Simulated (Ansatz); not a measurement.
Gas-phase reaction in SMILES: O[Si](O)(F)F → O[Si](F)F + [OH] (HO) (the O-Si bond at the site shown breaks; other sites are not compared here)
Each molecule is optimised on its own at B3LYP-D3(BJ)/def2-TZVP (Ansatz, a program for electronic structure), one conformer each, not searched for the lowest.

Quantity: bond dissociation energy (electronic energy difference), in kcal/mol. Cores are frozen in the correlated levels unless marked. UHF or UKS for open shells. Spin-orbit coupling is left out. Non-relativistic. CBS marks a two-point X^-3 extrapolation of the correlation energy; Hartree-Fock from the larger set. The bracket is a focal-point correction in the basis named.

RI-MP2/CBS(cc-pV(T+d)Z,cc-pV(Q+d)Z)+[CCSD(T)-MP2]/cc-pV(T+d)Z (Ansatz) gives 144.5 kcal/mol.

Question: Another calculation gave 135.1 kcal/mol. Which level was it?
A) CAM-B3LYP/def2-TZVPD (Ansatz)
B) HSE06/def2-TZVPD (Ansatz)
C) SVWN5/def2-TZVPD (Ansatz)
D) BLYP/def2-TZVPD (Ansatz)

Answer: B, HSE06/def2-TZVPD (Ansatz). The others give 156.1 (SVWN5), 130.1 (BLYP), 137.9 (CAM-B3LYP) kcal/mol.
